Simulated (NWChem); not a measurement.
Molecule: CH$_{5}$F$_{2}$NSi; SMILES N[SiH2]C(F)F

```xyz
10

N     -0.6363     1.9851     0.1986
Si     0.5781     0.8188    -0.1811
C     -0.0755    -0.8853     0.4078
F     -1.2447    -1.1537    -0.2466
F      0.8131    -1.8666     0.0988
H     -0.3807     2.9518     0.3623
H     -1.5524     1.9195    -0.2317
H      0.9203     0.6363    -1.6276
H      1.8103     1.1732     0.5808
H     -0.2846    -0.9453     1.4927
```
Atoms are numbered in this order, from 1.

All runs: NWChem. Geometry: optimised at PBE0/def2-SVP. GIAO values for the isolated, static molecule; σ is the absolute isotropic shielding, δ = σ(reference) − σ with the isolated reference molecule computed at the same levels (13C: tetramethylsilane, 19F: trichlorofluoromethane, 1H: tetramethylsilane, 15N: ammonia, 29Si: tetramethylsilane).

Question: Predict the results for PBE0/pcSseg-1. Quantities: δ N1 (ppm); δ Si2 (ppm); δ C3 (ppm); δ F4 (ppm); δ H6 (ppm); δ H7 (ppm); δ H9 (ppm).

Answer: The δ N1 (ppm) is 1.2. The δ Si2 (ppm) is -39.8 and the δ C3 (ppm) comes out as 123.6. The δ F4 (ppm) comes out as -154.9 and the δ H6 (ppm) is 0.28. The δ H7 (ppm) is 0.15 and the δ H9 (ppm) is 4.51.
